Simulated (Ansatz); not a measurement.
Relaxation of AlClFH₄N₂ (9 atoms, charge 0, multiplicity 2), to a largest force component of 0.03 eV/Å in at most 50 steps.

Level of theory: Ansatz, UHF/6-31G*.

```xyz
9
Properties=species:S:1:pos:R:3:forces:R:3
Al -0.018 0.067 -0.135 -0.02 0.10 0.65
F -0.054 0.257 1.524 0.01 -0.05 -0.81
N 1.554 0.101 -0.934 0.05 -0.01 0.03
H 1.710 -0.095 -1.900 0.03 0.04 0.02
H 2.420 0.284 -0.469 -0.08 -0.04 -0.06
N -1.558 -0.138 -0.967 0.01 0.00 -0.02
H -2.442 -0.192 -0.506 0.00 0.00 0.00
H -1.680 -0.193 -1.956 0.00 -0.01 0.02
Cl 0.069 -0.091 4.204 0.01 -0.02 0.17
```

Problem. Where does it end, and by what steps?

Solution. It converged. After 4 steps the energy has fallen by 0.031 eV; Cl9 moved furthest, 0.22 Å.

```
step  energy less start (eV)  largest force component (eV/Å)  accepted
   0                  0.0000                           0.815       yes
   1                 -0.0157                           0.498       yes
   2                 -0.0269                           0.150       yes
   3                 -0.0301                           0.075       yes
   4                 -0.0305                           0.013       yes
```

```xyz
9
Properties=species:S:1:pos:R:3
Al -0.021 0.089 -0.156
F -0.057 0.305 1.476
N 1.550 0.095 -0.957
H 1.705 -0.028 -1.935
H 2.420 0.226 -0.485
N -1.558 -0.139 -0.992
H -2.446 -0.153 -0.537
H -1.671 -0.272 -1.975
Cl 0.079 -0.122 4.420
```

Whether the end is a true minimum wasn't checked by a vibrational analysis.

Run time: 21 s on 2 threads of Arm Neoverse V1, on a shared host, peak memory 0.29 GiB.
